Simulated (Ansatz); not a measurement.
**GeH4Sn: where a starting geometry ends**

The starting geometry of this gas-phase singlet was optimised with GFN2-xTB.

```yaml
atoms:
  - { symbol: Ge, position_ang: [-0.4498, 0.0463, 0.2434] }
  - { symbol: Sn, position_ang: [1.0063, 0.2570, -1.8989] }
  - { symbol: H, position_ang: [1.6513, 0.3052, -0.0303] }
  - { symbol: H, position_ang: [-0.5940, 1.2750, 1.2024] }
  - { symbol: H, position_ang: [-0.4353, -0.9625, 1.4296] }
  - { symbol: H, position_ang: [1.1610, -1.5283, -1.8358] }
```

Question: Predict what becomes of its bonds when it is optimised with B3LYP-D3(BJ)/def2-SVP.

Answer: It rearranges to `[GeH3][SnH]`. Contacts that open: Sn2–H3 (1.98 → 3.58 Å). Contacts that close: Ge1–H3 (2.13 → 1.55 Å).

The energy falls by 0.66 eV over 18 steps:

```csv
step,E − E(last) (eV)
1,0.660
3,0.218
5,0.186
7,0.126
9,0.017
10,0.003
12,0.001
14,0.000
16,0.000
18,0.000
```

Final geometry (Å):

```xyz
6

Ge    0.1877    0.2073    0.4205
Sn    0.3431   -0.0185   -2.2826
H     1.5995    0.3156    1.0559
H    -0.6157    1.4388    0.9095
H    -0.4830   -1.0416    1.0520
H     1.3076   -1.5089   -2.0450
```

No frequencies were run, so the end isn't proven a minimum. Atoms past krypton carry core potentials, without spin–orbit terms. Run with Ansatz 0.2.0, 53 s on 1 thread of Arm Neoverse V1, on a shared host.
